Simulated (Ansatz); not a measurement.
Ansatz results at the PBE0-D4/def2-TZVP geometry: HOMO energy (PBE/def2-TZVPP) -8.17 eV; LUMO energy (PBE/def2-TZVPP) -1.47 eV; size of the dipole moment (ωB97M-V/def2-TZVPP) 3.27 D.

Task: Which molecule gave them?
A. `[Br][GeH2][Br]`
B. `[Cl][GeH]([Cl])[Br]`
C. `[CH3][Ge]([F])([F])[Cl]`
D. `[F][GeH]([F])[Cl]`

Result: C. The others give `[Cl][GeH]([Cl])[Br]`: -7.61, -2.61, 1.36; `[Br][GeH2][Br]`: -7.23, -2.17, 1.76; `[F][GeH]([F])[Cl]`: -8.51, -1.84, 2.17.
